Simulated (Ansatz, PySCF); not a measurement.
This PySCF input computes a PBE0/def2-TZVPD energy:

```python
from pyscf import gto, scf, dft

mol = gto.M(
    atom='''
    Si    0.41387277    0.53593628    0.10074365
    C    -1.50396595    0.12440485    0.23211110
    F     0.91202468   -0.95515012   -0.57483931
    H     0.70164181    0.17648512    1.59279781
    H    -1.69464928   -0.88290964    0.62262101
    H    -1.99180302    0.84678538    0.90028039
    H    -1.99383457    0.20645320   -0.74522326
    ''',
    basis='def2-tzvpd',
    charge=-1,
    spin=0,
    verbose=4,
)

mf = dft.RKS(mol, xc='pbe0').density_fit(auxbasis='def2-universal-jkfit')
mf.grids.level = 3
mf.conv_tol = 1e-9
mf.max_cycle = 100
mf.max_memory = 1500
mf.kernel()
if not mf.converged:
    mf = mf.newton()
    mf.kernel(mf.make_rdm1())
mf.analyze()
```

Q: Write an input for the same energy in Ansatz (a program for electronic structure) and say what it gives.

A: 
Ansatz 0.2 input:
```yaml
crystal:
  periodic: [false, false, false]
  atoms:
    - {symbol: Si, position_ang: [0.41387277, 0.53593628, 0.10074365]}
    - {symbol: C, position_ang: [-1.50396595, 0.12440485, 0.23211110]}
    - {symbol: F, position_ang: [0.91202468, -0.95515012, -0.57483931]}
    - {symbol: H, position_ang: [0.70164181, 0.17648512, 1.59279781]}
    - {symbol: H, position_ang: [-1.69464928, -0.88290964, 0.62262101]}
    - {symbol: H, position_ang: [-1.99180302, 0.84678538, 0.90028039]}
    - {symbol: H, position_ang: [-1.99383457, 0.20645320, -0.74522326]}
basis:
  gaussian:
    orbitals: def2-TZVPD
hamiltonian:
  xc: {name: PBE0}
total_charge: -1
output: {forces: true}
```
It gives -429.70528 Eh, and PySCF -429.70533 Eh, a difference of 0.05 mEh, from the treatment of integrals and grids.

It need not be the lowest isomer of its formula. Whether it binds its extra electron was not tested at this geometry.
